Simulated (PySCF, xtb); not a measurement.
Si(F)(Me)2(SeH) (C₂H₇FSeSi), SMILES C[Si](C)(F)[SeH].

GFN2-xTB (xtb) at its own geometry gives an orbital gap of 4.34 eV and a dipole moment of 4.01 D.

Geometry: B3LYP-D3(BJ)/def2-SVP. The values are those of a single conformer.

**Question.** What does PBE/def2-TZVP (PySCF) give? (Estimate from the structure and the level; the computed values follow.)

**Answer.** gap 4.91 eV (levels -5.81 and -0.89 eV), dipole 2.57 D.
